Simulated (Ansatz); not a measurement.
Program: Ansatz. Geometries: PBE0-D4/def2-TZVP. ΔE: electronic, gas phase. CCSD(T)/CBS adds triple-zeta CCSD(T) − MP2 to the extrapolated MP2 energy (def2 sets, frozen cores). This one scheme is used for every species. Functionals use def2-TZVPP. B3LYP here is the variant with VWN-RPA as its local correlation; programs differ in this. def2 core potentials past Kr. For Re outer-core shells are correlated without core-valence functions, which leaves a few kJ/mol of doubt a bond.

Consider the ligand exchange at a Re–C bond: `[CH3][Re](=[O])(=[O])=[O]` + H–F → `[O]=[Re](=[O])(=[O])[F]` + CH₄.

```tsv
level	ΔE (eV)
ωB97X-V	-0.78
ωB97M-V	-0.72
revPBE	-0.91
B3LYP	-0.87
HF/def2-SVP	-0.70
SCS-MP2/def2-TZVPP	-0.72
CCSD/def2-TZVPP	-0.55
MP2/def2-QZVPP	-0.67
```

(1) What does CCSD(T)/CBS give? (Estimate.)

Largest T1 diagnostic among the species: 0.024, so the coupled-cluster value is less sure than usual.

Answers

(1) Ansatz gave: -0.57 eV. The listed levels differ from it by -0.21, -0.15, -0.34, -0.30, -0.13, -0.15, 0.02, -0.10 eV.

From PBE to PBE0 (25 % exact exchange), in def2-TZVPP and without D4, ΔE moves by +0.13 eV. Leaving LDA and LC-ωPBE aside and taking each functional with its dispersion term where it has one, the values, not all of them listed here, spread over 0.32 eV, from B97M-V to PBE-QIDH. LDA lies +0.11 eV from PBE without D4.
